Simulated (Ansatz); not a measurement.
Computed with Ansatz on PBE0-D4/def2-TZVP structures; ΔE is electronic, products minus reactants. CCSD(T)/CBS adds triple-zeta CCSD(T) − MP2 to the extrapolated MP2 energy (def2 sets, frozen cores). Functionals use def2-TZVPP. Elements past krypton have def2 core potentials. For In outer-core shells are correlated without core-valence functions, which leaves a few kJ/mol of doubt a bond. Each species was taken in one conformer, which may not be the lowest.

Consider the ligand exchange at the Si–O bond: `[SiH3][O][InH2]` + `OC(S)S` → `OC(S)S[SiH3]` + `[OH][InH2]`.

| species | ωB97M-V energy (Eh) |
| --- | --- |
| `[SiH3][O][InH2]` | -557.82074 |
| `OC(S)S` | -912.09447 |
| `OC(S)S[SiH3]` | -1202.79320 |
| `[OH][InH2]` | -267.10400 |

(1) Work out ΔE.

Largest T1 diagnostic among the species: 0.017.

Answers

(1) ΔE = (-1202.79320) + (-267.10400) − (-557.82074) − (-912.09447) = 0.01801 Eh = +0.49 eV. CCSD(T)/CBS gives +0.50 eV.

In def2-TZVPP, CCSD(T) changes the Hartree–Fock value by −0.23 eV (the triples alone add −0.04 eV) and MP2 by −0.26 eV. From PBE to PBE0 (25 % exact exchange), in def2-TZVPP and without D4, ΔE moves by +0.07 eV. The D4 term adds −0.05 eV with B3LYP and −0.03 eV with PBE0; it sums over pairs of atoms, weighted by their polarisabilities, and B3LYP, whose exchange is more repulsive, gets the larger term.

B3LYP here is the variant with VWN-RPA as its local correlation; programs differ in this.
